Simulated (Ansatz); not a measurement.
Harmonic frequencies (cm⁻¹) at PBE0-D4/def2-TZVP from Ansatz: 79, 93, 150, 243, 261, 309, 357, 398, 465, 534, 542, 550, 639, 703, 745, 769, 902, 925, 944, 954, 996, 1364, 1891, 1912, 1920, 2012, 2214, 2230, 3033, 3121.

Each molecule was computed in one conformer, which needn't be the lowest.

Q: Which molecule is it?
A. `C[SiH]([AlH2])[GaH2]`
B. `[CH3][AlH][SiH2][GaH2]`
C. `[SiH3][CH2][AlH][GaH2]`
D. `C[SiH2][AlH][GaH2]`

A: C.
